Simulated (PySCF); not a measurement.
**Pd+ (palladium, charge +1) across methods**

[Kr] 4d8 5s1, high-spin 4F determinant (an excited configuration). All numbers are calculated (PySCF 2.14, scalar relativity through the core potential, in aug-cc-pVDZ-PP with ECP28MDF (5s5p4d2f, 54 functions)).

| method | E (hartree) | mean ε 4d α (eV) | mean ε 4d β (eV) | mean ε 5s α (eV) | Σ⟨r²⟩ (bohr²) | ⟨S²⟩ |
| --- | --- | --- | --- | --- | --- | --- |
| PBE0 | -127.0154 | -20.678 | -19.068 | -13.754 | 37.58 | 3.751 |
| PBEsol | -126.8470 | -18.663 | -17.109 | -13.155 | 37.67 | 3.750 |
| PBE | -127.0262 | -18.663 | -17.173 | -13.083 | 37.68 | 3.750 |
| UHF | -126.28973 | -25.889 | -23.831 | -15.168 | 37.93 | 3.753 |
| TPSSh | -126.9788 | -19.440 | -17.967 | -13.220 | 37.60 | 3.751 |
| r2SCAN | -127.0634 | -19.102 | -17.443 | -13.326 | 37.43 | 3.751 |
| B3LYP | -127.0661 | -20.256 | -18.804 | -13.698 | 37.68 | 3.751 |
| LDA | -126.7580 | -18.835 | -17.272 | -13.408 | 37.77 | 3.750 |
| HSE06 | -127.0133 | -20.257 | -18.661 | -13.410 | 37.61 | 3.751 |

Energies and moments cover only the electrons outside the core potential.
